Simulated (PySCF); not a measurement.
Structure with atom numbers: `[CH:1]#[C:2][Si@@H:3]([CH3:4])[NH2:5]`. Each H is labelled by its parent atom.

Geometry: PBE0-D3(BJ)/def2-SVP; GIAO absolute shieldings from PySCF 2.14, gas phase, non-relativistic, averaged over equivalent atoms.

At KT3/pcSseg-2 (285 basis functions, 49 s wall time on 1 thread of an Arm Neoverse V1, shared host):
```
 atoms  σ (ppm)
    C1     92.7
    C2     99.2
    C4    181.2
   Si3    396.3
    N5    240.6
H(Si3)    26.11
 H(C1)    29.15
 H(C4)    31.11
 H(N5)    31.19
```

What do these become at PBE/pcSseg-2?

Answers


| atoms | σ at PBE/pcSseg-2 | change |
| --- | --- | --- |
| C1 | 81.4 | -11.3 |
| C2 | 87.0 | -12.2 |
| C4 | 179.7 | -1.5 |
| Si3 | 362.9 | -33.4 |
| N5 | 239.8 | -0.8 |
| H(Si3) | 25.69 | -0.42 |
| H(C1) | 29.19 | +0.04 |
| H(C4) | 30.93 | -0.18 |
| H(N5) | 31.06 | -0.13 |

The largest change is at Si3 (silicon bonded to 2 C, N, H). Cost: 285 basis functions, 49 s wall time on 1 thread of an Arm Neoverse V1, shared host. The order of the carbon signals is the same at both levels.
